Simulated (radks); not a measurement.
Effect of the nuclear size on the strontium ion Sr3+, [Ar] 3d10 4s2 4p5. All-electron calculation, Dirac Kohn-Sham, PBE, spin-unpolarised, spherical densities, finite nucleus; open shells fill j = l - 1/2 first; Fermi nuclear charge, rms radius 4.224 fm. Program: a radial shooting solver on a logarithmic mesh with Libxc functionals. The rms radius is varied about that value; shifts are against it.

| rms radius (fm) | total energy shift (eV) | density at nucleus (e/bohr^3) | 1s1/2 shift (meV) | 2s1/2 shift (meV) | 3p1/2 shift (meV) | 4s1/2 shift (meV) | 5s1/2 (empty) shift (meV) |
|---|---|---|---|---|---|---|---|
| 3.4003 | -0.293 | 6.217e+04 | -124 | -12.8 | 0.197 | -0.293 | -0.060 |
| 4.0297 | -0.0744 | 6.124e+04 | -31.5 | -3.26 | 0.050 | -0.074 | -0.015 |
| 4.224 | 0 | 6.098e+04 | 0.000 | 0.000 | 0.000 | 0.000 | 0.000 |
| 4.4605 | 0.0949 | 6.069e+04 | 40.2 | 4.15 | -0.064 | 0.095 | 0.019 |
| 4.7309 | 0.209 | 6.037e+04 | 88.6 | 9.15 | -0.140 | 0.209 | 0.043 |

Slopes of the eigenvalues against <r^2> in GHz/fm^2, as finite differences over the two radii next to the reference (eigenvalue slopes, not the field-shift constants of lines): 1s1/2 4740, 2s1/2 490, 3p1/2 -7.52, 4s1/2 11.2, 5s1/2 (empty) 2.28.
